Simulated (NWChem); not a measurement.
Everything below was run with NWChem. System: GeS, charge 0, spin multiplicity 1, at a geometry optimised with PBE0/def2-SVP. The structure started from a generated list of species. Level: MP2/3-21G, 14 core orbitals frozen.

Output (cleaned and shortened):

```
             Northwest Computational Chemistry Package (NWChem) 7.3.0
             --------------------------------------------------------

                                NWChem Input Module
                                -------------------

 Scaling coordinates for geometry "geometry" by  1.889725989
 (inverse scale =  0.529177249)

 Turning off AUTOSYM since
 SYMMETRY directive was detected!

                             Geometry "geometry" -> ""
                             -------------------------

 Output coordinates in angstroms (scale by  1.889725989 to convert to a.u.)

  No.       Tag          Charge          X              Y              Z
 ---- ---------------- ---------- -------------- -------------- --------------
    1 Ge                  32.0000     0.00000000     0.00000000     0.67268000
    2 S                   16.0000     0.00000000     0.00000000    -1.34535900

 Effective nuclear repulsion energy (a.u.)     134.2584318181

            Nuclear Dipole moment (a.u.)
            ----------------------------
        X                 Y               Z
 ---------------- ---------------- ----------------
     0.0000000000     0.0000000000     0.0000302356

      Symmetry information
      --------------------

 Group name             C2v
 Group number             16
 Group order               4
 No. of unique centers     2

      Symmetry unique atoms

     1    2


 Summary of "ao basis" -> "" (spherical)
 ------------------------------------------------------------------------------
       Tag                 Description            Shells   Functions and Types
 ---------------- ------------------------------  ------  ---------------------
 *                           3-21g                    on all atoms

 Summary of "ao basis" -> "ao basis" (spherical)
 ------------------------------------------------------------------------------
       Tag                 Description            Shells   Functions and Types
 ---------------- ------------------------------  ------  ---------------------
 Ge                          3-21g                  10       22   5s4p1d
 S                           3-21g                   7       13   4s3p

                                 NWChem SCF Module
                                 -----------------

  ao basis        = "ao basis"
  functions       =    35
  atoms           =     2
  closed shells   =    24
  open shells     =     0
  charge          =   0.00
  wavefunction    = RHF
  use symmetry    = T
  symmetry adapt  = T

 Summary of "ao basis" -> "ao basis" (spherical)
 ------------------------------------------------------------------------------
       Tag                 Description            Shells   Functions and Types
 ---------------- ------------------------------  ------  ---------------------
 Ge                          3-21g                  10       22   5s4p1d
 S                           3-21g                   7       13   4s3p

      Symmetry analysis of basis
      --------------------------

        a1         18
        a2          1
        b1          8
        b2          8

 Forming initial guess at       0.0s

      Superposition of Atomic Density Guess
      -------------------------------------

 Sum of atomic energies:       -2460.81658045

      Non-variational initial energy
      ------------------------------

 Total energy =   -2461.018283
 1-e energy   =   -3700.124800
 2-e energy   =    1104.848085
 HOMO         =      -0.279633
 LUMO         =      -0.030410

      Symmetry analysis of molecular orbitals - initial
      -------------------------------------------------

 !! scf_movecs_sym_adapt:   18 vectors were symmetry contaminated

  Symmetry fudging

 !! scf_movecs_sym_adapt:   16 vectors were symmetry contaminated

  Numbering of irreducible representations:

     1 a1          2 a2          3 b1          4 b2

  Orbital symmetries:

     1 a1          2 a1          3 a1          4 a1          5 b1
     6 b2          7 a1          8 a1          9 a1         10 b1
    11 b2         12 a1         13 b1         14 b2         15 a1
    16 b2         17 b1         18 a2         19 a1         20 a1
    21 a1         22 b1         23 b2         24 a1         25 b1
[...]
                       ROHF Final Molecular Orbital Analysis
                       -------------------------------------

 Vector   22  Occ=2.000000D+00  E=-3.806508D-01  Symmetry=b1
              MO Center=  1.8D-15,  4.8D-32, -9.7D-01, r^2= 2.2D+00
   Bfn.  Coefficient  Atom+Function         Bfn.  Coefficient  Atom+Function
  ----- ------------  ---------------      ----- ------------  ---------------
    33      0.494342  2 S  px                29      0.468170  2 S  px
    25     -0.226746  2 S  px                11      0.210101  1 Ge px
    15      0.176021  1 Ge px

 Vector   23  Occ=2.000000D+00  E=-3.806508D-01  Symmetry=b2
              MO Center= -6.0D-33, -2.6D-15, -9.7D-01, r^2= 2.2D+00
   Bfn.  Coefficient  Atom+Function         Bfn.  Coefficient  Atom+Function
  ----- ------------  ---------------      ----- ------------  ---------------
    34      0.494342  2 S  py                30      0.468170  2 S  py
    26     -0.226746  2 S  py                12      0.210101  1 Ge py
    16      0.176021  1 Ge py

 Vector   24  Occ=2.000000D+00  E=-3.761004D-01  Symmetry=a1
              MO Center=  1.1D-15, -3.9D-15, -3.5D-03, r^2= 3.6D+00
   Bfn.  Coefficient  Atom+Function         Bfn.  Coefficient  Atom+Function
  ----- ------------  ---------------      ----- ------------  ---------------
    14      0.480341  1 Ge s                 13      0.397850  1 Ge pz
    31     -0.399331  2 S  pz                35     -0.368291  2 S  pz
     9     -0.196905  1 Ge pz                27      0.190848  2 S  pz

 Vector   25  Occ=0.000000D+00  E= 1.211333D-02  Symmetry=b1
              MO Center= -2.4D-15, -5.8D-32,  3.9D-01, r^2= 3.7D+00
   Bfn.  Coefficient  Atom+Function         Bfn.  Coefficient  Atom+Function
  ----- ------------  ---------------      ----- ------------  ---------------
    15      0.756111  1 Ge px                33     -0.462957  2 S  px
    11      0.354155  1 Ge px                29     -0.244301  2 S  px
     7     -0.198404  1 Ge px

 Vector   26  Occ=0.000000D+00  E= 1.211333D-02  Symmetry=b2
              MO Center=  7.1D-33,  7.3D-16,  3.9D-01, r^2= 3.7D+00
   Bfn.  Coefficient  Atom+Function         Bfn.  Coefficient  Atom+Function
  ----- ------------  ---------------      ----- ------------  ---------------
    16      0.756111  1 Ge py                34     -0.462957  2 S  py
    12      0.354155  1 Ge py                30     -0.244301  2 S  py
     8     -0.198404  1 Ge py

 Vector   27  Occ=0.000000D+00  E= 1.511318D-01  Symmetry=a1
              MO Center= -3.3D-16, -6.5D-15,  5.9D-01, r^2= 5.1D+00
   Bfn.  Coefficient  Atom+Function         Bfn.  Coefficient  Atom+Function
  ----- ------------  ---------------      ----- ------------  ---------------
    17      1.605092  1 Ge pz                32      1.406809  2 S  s
    14     -1.209101  1 Ge s                 35      0.902124  2 S  pz
    31      0.207014  2 S  pz

 center of mass
 --------------
 x =   0.00000000 y =   0.00000000 z =   0.11977640

 moments of inertia (a.u.)
 ------------------
         324.585733382084           0.000000000000           0.000000000000
           0.000000000000         324.585733382084           0.000000000000
           0.000000000000           0.000000000000           0.000000000000

  Mulliken analysis of the total density
  --------------------------------------

    Atom       Charge   Shell Charges
 -----------   ------   -------------------------------------------------------
    1 Ge  32    31.40   2.00  2.00  5.99  2.00  5.95  0.99  1.08  0.89  0.52  9.99
    2 S   16    16.60   2.00  1.96  5.89  0.99  2.34  1.04  2.37

       Multipole analysis of the density wrt the origin
       ------------------------------------------------

     L   x y z        total         open         nuclear
     -   - - -        -----         ----         -------
     0   0 0 0     -0.000000      0.000000     48.000000

     1   1 0 0     -0.000000      0.000000      0.000000
     1   0 1 0      0.000000      0.000000      0.000000
     1   0 0 1      1.444036      0.000000      0.000030

     2   2 0 0    -22.254615      0.000000      0.000000
     2   1 1 0     -0.000000      0.000000      0.000000
     2   1 0 1      0.000000      0.000000      0.000000
     2   0 2 0    -22.254615      0.000000      0.000000
     2   0 1 1      0.000000      0.000000      0.000000
     2   0 0 2    -27.833735      0.000000    155.126325

                   NWChem MP2 Semi-direct Energy/Gradient Module
                   ---------------------------------------------

  Basis functions       =     35
  Molecular orbitals    =     35
  Frozen core           =     14
  Frozen virtuals       =      0
  Active alpha occupied =     10
  Active beta occupied  =     10
  Active alpha virtual  =     11
  Active beta virtual   =     11
  Use MO symmetry       = T
  Use skeleton AO sym   = T

  AO/Fock/Back tols     =   1.0D-09  1.0D-09  1.0D-09

 GA uses MA = F    GA memory limited = T

 Available:
  local mem=  1.26D+08
 global mem=  1.44D+08
 local disk=  0.00D+00
  mp2_memr nvloc                    11
  nvloc new                    11
   1 passes of  10:        2097152                       5304                    226923.
   1 passes of  10: M    126154493           G      144176750           F     124057341.

 Semi-direct pass number   1 of   1  for RHF alpha+beta  at        0.1s
  vrange nnbf                   601
  mp2_eaftype                    10  avail_ma_in_mb                  1099
 EAF : mp2_eaftype filesize          10     113461.
  mp2_eaf for mointskh                     10
Node 0 wrote      0.5 Mb in      0.0 s     Agg I/O rate:  3628.7 Mb/s
 Done moints_semi at        0.2s
  mp2_eaftype                    10  avail_ma_in_mb                  1089
 EAF : mp2_eaftype filesize          10     113461.
  mp2_eaf for kh                    10
 Done maket at        0.2s
 Done multipass loop at        0.2s

          -------------------------------------------
          SCF energy               -2460.930572511300
          Correlation energy          -0.108099478552
          Singlet pairs               -0.066915283856
          Triplet pairs               -0.041184194696
          Total MP2 energy         -2461.038671989852
          -------------------------------------------

          ---------------------------------------------------
                    Spin Component Scaled (SCS) MP2
          Same spin pairs                     -0.027456129797
          Same spin scaling factor             0.333333333333
          Opposite spin pairs                 -0.080643348755
          Opposite spin scaling fact.          1.200000000000
          SCS-MP2 correlation energy          -0.105924061772
          Total SCS-MP2 energy             -2461.036496573071
          ---------------------------------------------------

 -----------------------
 Performance information
 -----------------------

 Timer overhead =  1.41D-07 seconds/call

               Nr. of calls         CPU time (s)                 Wall time (s)                GFlops
             ---------------    -------------------     ------------------------------   -------------------
Name         Min   Avg   Max    Min     Avg     Max     Min     Avg     Max   Mx/calls   Min     Max     Sum
mp2: moin     1     1     1   0.12    0.12    0.12     0.12    0.12    0.12    0.12      0.0     0.0     0.0
mp2: make     1     1     1   2.02E-3 2.02E-3 2.02E-3  2.02E-3 2.02E-3 2.02E-3 2.02E-3   0.0     0.0     0.0
mp2: tota     1     1     1   0.13    0.13    0.13     0.13    0.13    0.13    0.13      0.0     0.0     0.0

 The average no. of pstat calls per process was 3.00D+00
 with a timing overhead of 4.24D-07s

 Task  times  cpu:        0.2s     wall:        0.2s

 Total times  cpu:        0.2s     wall:        0.2s
```

**Question.** Write an NWChem input that would produce this output.

**Answer.** One answer among several that fit: 
```
start mol
memory heap 200 mb stack 900 mb global 1100 mb
geometry units angstroms nocenter noautoz
  Ge     0.000000     0.000000     0.672680
  S      0.000000     0.000000    -1.345359
  symmetry group C2v
end
basis spherical
  * library 3-21g
end
scf
  rhf
  nopen 0
  maxiter 100
  thresh 1e-7
  semidirect memsize 60000000 filesize 0
end
mp2
  freeze core 14
end
task mp2 energy
```
